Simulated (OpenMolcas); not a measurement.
A calculation on In+.

```json
{
 "Program": "OpenMolcas",
 "Method": "MS-CASPT2, IPEA 0.25 Eh, imaginary shift 0.1 Eh (closed shells correlated: 4d)",
 "Basis": "ANO-RCC-VTZP [7s6p4d2f1g]",
 "Scalar Hamiltonian": "DKH2, point nucleus",
 "Active space": "2 electrons in 4 orbitals (5s 5p)",
 "State averaging": "2S+1 = 3 even, 3 roots; 2S+1 = 1 even, 7 roots kept (CI in the orbitals of an earlier block); 2S+1 = 3 odd, 3 roots; 2S+1 = 1 odd, 3 roots kept (CI in the orbitals of an earlier block)",
 "Spin-orbit coupling": "RASSI with atomic mean-field integrals over the reference wave functions, term energies averaged over their components"
}
```

(1) Which level of the active space comes out lowest?

(2) How high does 5s 5p ³P°₂ lie?

(3) How high does 5p² ¹D₂ [74 %] lie?

(4) How high does 5s 5p ³P°₀ lie?

(5) The level at 103610 cm⁻¹ has J = 2. What is it made of, and what is its g factor?

Measured values: NIST Handbook of Basic Atomic Spectroscopic Data.

## Answers

(1) 5s² ¹S₀, with 99 % of that term; it is also the measured ground level.

(2) 44280 cm⁻¹ above the lowest level; measured 45830 cm⁻¹ above the ground level, so the calculation is off by -3 %.

(3) 106460 cm⁻¹ above the lowest level; measured 97628 cm⁻¹ above the ground level, so the calculation is off by +9 %.

(4) 41470 cm⁻¹ above the lowest level; measured 42276 cm⁻¹ above the ground level, so the calculation is off by -2 %.

(5) 74 % 5p² ³P₂, 26 % 5p² ¹D; g = 1.369, against 1.501 from Landé's formula for the pure leading term.

Term energies are means over components that CASPT2 splits; among the terms shown or strongly mixed into the levels shown the widest spread is 610 cm-1 (5p² ¹D). Some levels mix across a computed gap that differs much from the measured one, so their mixing is not that of the real levels. Terms from blocks run as CI alone lack orbitals of their own. The ¹D term of p² mixes with s d, which this space lacks. Measured partners are found by configuration, term and J. A level has none where our copy of the source lacks it or the pairing is in doubt (some pairs that miss far off the trend of their configuration count as doubtful), and it then counts in no deviation. Only configurations of the active space appear.

A share in square brackets marks a mixed level and gives the weight of the term that names it. ° marks odd parity.
